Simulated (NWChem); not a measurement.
System: BHF, doublet; SMILES [BH]F

Program: NWChem. Spin-unrestricted. In the optimisation the excess spin sits in a' (Cs, its own frame). Geometry: optimised at PBE0/def2-SVP, spin-unrestricted. No stability test was run on the SCF state.

Problem. Among these, which level gives the highest value of “highest occupied level (eV)”?
A. PBE/def2-SVPD
B. PBE/STO-3G
C. PBE/def2-TZVPP
D. PBE/def2-TZVPD

Solution. B, PBE/STO-3G. Values: PBE/def2-SVPD -4.90; PBE/def2-TZVPD -4.88; PBE/def2-TZVPP -4.85; PBE/STO-3G -0.96
